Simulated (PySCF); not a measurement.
## A survey of 29Si NMR shifts

Non-relativistic Hamiltonian, averaged over atoms made equivalent by symmetry, fast rotation or ring inversion, one computed conformer, in vacuum. Geometry from GFN2-xTB; GIAO PBE0/pcSseg-1 shieldings; PySCF.

Shieldings were converted by a linear fit to measured shifts: 29Si: δ = 279.94 − 0.822σ (rms 8.9 ppm, 72 shifts, 25.8 ppm with the 6 outliers that the fit left out vs TMS, solution or neat liquid). A few per cent of atoms miss by over 2 rms, more outside the fitted compound classes.

Q: Give the 29Si shifts of `[SiH3]C[Si@H]([SiH3])O[SiH3]`, `CO[SiH2][SiH2][SiH2][SiH3]`, `CO[SiH2][SiH2][SiH2][SiH3]`, `[SiH3]C[SiH2]O[SiH2][SiH3]`, `C[SiH2][Si](N)(F)F`, `CC#CC1=C(O[SiH2]O)[C@H]1F`, `F[Si]([SiH3])(N[SiH3])N[SiH3]`, `O=CC#C[C@]([SiH3])(Cl)C[SiH3]`.

A: 
| compound | environment | δ (ppm) |
| --- | --- | --- |
| [SiH3:1][CH2:2][Si@H:3]([SiH3:4])[O:5][SiH3:6] | Si3: silicon bonded to C, O, Si, H | -10.7 |
| [SiH3:1][CH2:2][Si@H:3]([SiH3:4])[O:5][SiH3:6] | Si6: silicon bonded to O, 3 H | -42.2 |
| [SiH3:1][CH2:2][Si@H:3]([SiH3:4])[O:5][SiH3:6] | Si1: silicon bonded to C, 3 H | -67.9 |
| [SiH3:1][CH2:2][Si@H:3]([SiH3:4])[O:5][SiH3:6] | Si4: silicon bonded to Si, 3 H | -105.8 |
| [CH3:1][O:2][SiH2:3][SiH2:4][SiH2:5][SiH3:6] | Si3: silicon bonded to O, Si, 2 H | -21.5 |
| [CH3:1][O:2][SiH2:3][SiH2:4][SiH2:5][SiH3:6] | Si6: silicon bonded to Si, 3 H | -100.9 |
| [CH3:1][O:2][SiH2:3][SiH2:4][SiH2:5][SiH3:6] | Si4: silicon bonded to 2 Si, 2 H | -107.1 |
| [CH3:1][O:2][SiH2:3][SiH2:4][SiH2:5][SiH3:6] | Si5: silicon bonded to 2 Si, 2 H | -111.5 |
| [CH3:1][O:2][SiH2:3][SiH2:4][SiH2:5][SiH3:6] | Si3: silicon bonded to O, Si, 2 H | -21.5 |
| [CH3:1][O:2][SiH2:3][SiH2:4][SiH2:5][SiH3:6] | Si6: silicon bonded to Si, 3 H | -100.9 |
| [CH3:1][O:2][SiH2:3][SiH2:4][SiH2:5][SiH3:6] | Si4: silicon bonded to 2 Si, 2 H | -107.1 |
| [CH3:1][O:2][SiH2:3][SiH2:4][SiH2:5][SiH3:6] | Si5: silicon bonded to 2 Si, 2 H | -111.5 |
| [SiH3:1][CH2:2][SiH2:3][O:4][SiH2:5][SiH3:6] | Si3: silicon bonded to C, O, 2 H | -25.3 |
| [SiH3:1][CH2:2][SiH2:3][O:4][SiH2:5][SiH3:6] | Si5: silicon bonded to O, Si, 2 H | -31.5 |
| [SiH3:1][CH2:2][SiH2:3][O:4][SiH2:5][SiH3:6] | Si1: silicon bonded to C, 3 H | -69.8 |
| [SiH3:1][CH2:2][SiH2:3][O:4][SiH2:5][SiH3:6] | Si6: silicon bonded to Si, 3 H | -105.8 |
| [CH3:1][SiH2:2][Si:3]([NH2:4])([F:5])[F:6] | Si3: silicon bonded to 2 F, N, Si | -19.2 |
| [CH3:1][SiH2:2][Si:3]([NH2:4])([F:5])[F:6] | Si2: silicon bonded to C, Si, 2 H | -81.7 |
| CC#CC1=C(O[SiH2]O)[C@H]1F | silicon bonded to 2 O, 2 H | -28.4 |
| [F:1][Si:2]([SiH3:3])([NH:4][SiH3:5])[NH:6][SiH3:7] | Si2: silicon bonded to F, 2 N, Si | -14.0 |
| [F:1][Si:2]([SiH3:3])([NH:4][SiH3:5])[NH:6][SiH3:7] | Si5/7: silicon bonded to N, 3 H (×2) | -55.6 |
| [F:1][Si:2]([SiH3:3])([NH:4][SiH3:5])[NH:6][SiH3:7] | Si3: silicon bonded to Si, 3 H | -115.1 |
| [O:1]=[CH:2][C:3]#[C:4][C@:5]([SiH3:6])([Cl:7])[CH2:8][SiH3:9] | Si6: silicon bonded to C, 3 H | -45.7 |
| [O:1]=[CH:2][C:3]#[C:4][C@:5]([SiH3:6])([Cl:7])[CH2:8][SiH3:9] | Si9: silicon bonded to C, 3 H | -68.4 |
